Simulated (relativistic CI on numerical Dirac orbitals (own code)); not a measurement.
# How well does a small relativistic CI reproduce Gd?

Method of calculation: Dirac-Coulomb-Breit CI, separate exchange-only KLI orbitals for each configuration, model QED (radiative potential, 1s self-energy scaled to tabulated hydrogen-like ionisation energies), valence Slater integrals scaled by 0.85, P86 correlation energy added to each configuration (own radial code, finite nucleus).

CI space (outside the closed core [Xe] 6s2): 4f7.5d, 4f8. The list is cut by size and lacks configurations that can hold low levels.

```
Configuration  Term (tabulated)  J  Measured (cm⁻¹)  Computed  Error  Purity (%)
       4f7.5d               9D°  2              0.0         0      0          97
       4f7.5d               9D°  3            215.1       200    -15          96
       4f7.5d               9D°  4            533.0       492    -41          96
       4f7.5d               9D°  5            999.1       910    -89          96
       4f7.5d               9D°  6           1719.1      1519   -200          97
       4f7.5d             7D° †  5           6976.5      8949   1972          95
       4f7.5d             7D° †  4           7234.9      9030   1795          95
       4f7.5d               7D°  3           7426.7      9152   1726          95
       4f7.5d               7D°  2           7562.5      9260   1697          96
       4f7.5d               7D°  1           7653.9      9342   1688          97
          4f8                7F  6          10947.2     27377  16430          96
          4f8                7F  5          12520.0     29043  16523          97
          4f8                7F  4          13506.1     30060  16554          95
          4f8                7F  3          14253.9     30850  16596          95
          4f8                7F  2          14778.0     31404  16626          95
          4f8                7F  1          15121.2     31769  16647          94
          4f8                7F  0          15289.0     31947  16658          94
```

Measured levels from NIST Handbook of Basic Atomic Spectroscopic Data (Sansonetti and Martin, J. Phys. Chem. Ref. Data 34, 1559 (2005)); pairs were made by configuration, J and term (by order where the table uses no LS term), so strongly mixed levels may be paired wrongly.

Mean error by configuration (cm⁻¹): 4f7.5d 681; 4f8 16576. Over the excited levels the mean absolute error is 8678 cm⁻¹ (16 of the 70 excited levels that our extract of the source holds in range could be paired, and the others can miss by more), and the median relative error of those above 1,000 cm⁻¹ is 110 %. † marks terms whose computed intervals miss the measured ones by more than a factor of 2.5, or configurations far off the rest, from wrong mixing, a near crossing or a doubtful label or measurement; they are left out of the means.
